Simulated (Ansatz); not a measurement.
# A geometry optimisation of C3H11BGeO with B3LYP-D3(BJ)/def2-SVP

The starting geometry of this gas-phase singlet was optimised with GFN2-xTB; its bonds are those of `[BH3-][O+]1CC[CH2][GeH2]1`.

```xyz
17

C    -1.7272    0.5363   -0.6857
C    -0.8412    0.8453   -1.8893
C     0.3833   -0.0716   -1.8219
B    -1.6219    0.2252    1.8899
Ge    0.7723   -0.1434    0.1333
O    -0.9001    0.5039    0.4615
H    -0.6816    0.1612    2.6290
H    -2.2072   -0.8090    1.7848
H    -2.3298    1.1613    2.0750
H    -2.4851    1.3087   -0.5289
H    -2.2380   -0.4257   -0.8099
H    -1.3950    0.7121   -2.8194
H    -0.5190    1.8874   -1.8241
H     1.1983    0.3021   -2.4383
H     0.1318   -1.0754   -2.1723
H     0.9160   -1.5005    0.7740
H     1.6546    0.8858    0.7908
```

Problem. Where would you expect an optimisation with B3LYP-D3(BJ)/def2-SVP to take it?

Solution. It keeps its bonds, and is `[BH3-][O+]1CC[CH2][GeH2]1`.

The energy falls by 0.12 eV over 10 steps:

| step | E − E(last) (eV) |
| --- | --- |
| 1 | 0.117 |
| 2 | 0.014 |
| 3 | 0.003 |
| 4 | 0.001 |
| 5 | 0.001 |
| 6 | 0.000 |
| 7 | 0.000 |
| 8 | 0.000 |
| 9 | 0.000 |
| 10 | 0.000 |

Final geometry (Å):

| atom | x (Å) | y (Å) | z (Å) |
| --- | --- | --- | --- |
| C | -1.7602 | 0.5746 | -0.7027 |
| C | -0.8415 | 0.8436 | -1.8931 |
| C | 0.3967 | -0.0736 | -1.8015 |
| B | -1.6163 | 0.2135 | 1.9054 |
| Ge | 0.7592 | -0.1425 | 0.1335 |
| O | -0.9392 | 0.5434 | 0.4747 |
| H | -0.6510 | 0.2167 | 2.6620 |
| H | -2.1304 | -0.8932 | 1.7775 |
| H | -2.4143 | 1.1146 | 2.1100 |
| H | -2.5128 | 1.3627 | -0.5566 |
| H | -2.2835 | -0.3941 | -0.7949 |
| H | -1.3910 | 0.6930 | -2.8362 |
| H | -0.5241 | 1.8992 | -1.8681 |
| H | 1.2441 | 0.3033 | -2.3911 |
| H | 0.1678 | -1.0935 | -2.1490 |
| H | 0.8574 | -1.5371 | 0.7621 |
| H | 1.7491 | 0.8730 | 0.7164 |

The end wasn't checked by frequencies. Run with Ansatz 0.2.0, 39 s on 4 threads of Arm Neoverse V1 (shared host).
